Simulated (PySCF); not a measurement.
C₃H₆FNSi.

```xyz
12

N     -2.7402     1.0890    -0.2657
C     -2.1310     0.1095    -0.1591
C     -1.3201    -1.1036    -0.0177
C      0.0537    -0.8421     0.6333
Si     1.1610     0.3772    -0.2865
F      2.6600     0.2193     0.3382
H     -1.1961    -1.5440    -1.0216
H     -1.8993    -1.8338     0.5714
H     -0.0801    -0.4878     1.6690
H      0.6004    -1.7979     0.6986
H      1.2180     0.0192    -1.7304
H      0.7288     1.7836    -0.0985
```

Coordinates come from a B3LYP-D3(BJ)/def2-SVP optimisation. The structure was generated by enumeration, and PubChem lists no compound with its InChIKey, so it may never have been made. Other conformers were not sampled.

These are PBE0/pcSseg-1 in PySCF values and carry that method's errors. Non-relativistic, no solvent.

Computed absolute GIAO shielding of each atom: isotropic value and principal components (ppm):
| atom | σ(iso) | σ11 | σ22 | σ33 | span |
|---|---|---|---|---|---|
| N1 | -43.6 | -215.9 | -211.4 | 296.5 | 512.4 |
| C2 | 60.6 | -58.9 | -52.4 | 293.0 | 351.9 |
| C3 | 172.6 | 160.8 | 173.2 | 183.9 | 23.1 |
| C4 | 173.4 | 161.1 | 167.6 | 191.4 | 30.3 |
| Si5 | 339.4 | 291.3 | 321.9 | 404.9 | 113.6 |
| F6 | 394.7 | 373.1 | 390.1 | 420.9 | 47.8 |
| H7 | 29.2 | 24.8 | 27.8 | 35.0 | 10.2 |
| H8 | 28.9 | 23.6 | 27.4 | 35.6 | 12.0 |
| H9 | 29.9 | 25.7 | 28.5 | 35.3 | 9.6 |
| H10 | 30.4 | 25.6 | 28.4 | 37.1 | 11.4 |
| H11 | 26.2 | 22.8 | 25.6 | 30.1 | 7.4 |
| H12 | 25.9 | 22.3 | 25.6 | 29.8 | 7.5 |
